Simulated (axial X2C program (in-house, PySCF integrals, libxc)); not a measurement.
# Estimating the spin–orbit splitting of the π levels of YSe⁻

All values were computed with an in-house relativistic program for diatomic molecules. Spin-free means the one-electron spin-free X2C Hamiltonian; two-component (2c) means X2C with spin–orbit coupling and atomic mean-field two-electron Coulomb and Gaunt terms, so the difference of the two also holds small scalar two-electron terms. Basis: Y dyall-acv3z [12s13p10d6f3g], Se dyall-acv3z [9s10p7d5f1g] (cores contracted in-house); Gaussian nuclei, density fitting, unrestricted open shells. Masses: Y 88.906 u, Se 79.917 u.

Hartree–Fock at 2.461 Å, closed shell. Valence p splittings ε(p3/2) − ε(p1/2) of spherical Dirac–Hartree–Fock atoms with fractionally filled p shells: Se 4p 0.400 eV.

```json
{"filled π level (eV), spin-free": "-3.91", "Y p share": "0.06", "Se p share": "0.68"}
```

**Question.** In first order a p shell splits by 3ζ/2 and a π orbital by ζ. Estimate the splitting of each π level from the shares.

**Answer.** level -3.91 eV: (2/3) × (0.68 × 0.400) = 0.18 eV.

The two-component Hartree–Fock calculation gives:

```
ε(ω = 1/2) (eV)  σ share of it  ε(ω = 3/2) (eV)  splitting (eV)  estimate (eV)
         -4.010           0.04           -3.789            0.22           0.18
```

The estimate leaves out the mixing of π1/2 with σ1/2 levels, which pushes the ω = 1/2 spinor up or down, the d and f parts of the orbital, small shares of the strongly split outer-core p shell of a metal, the Gaunt term (absent from the atomic values), and the change of the atomic p orbitals with charge; Löwdin shares depend on the basis.
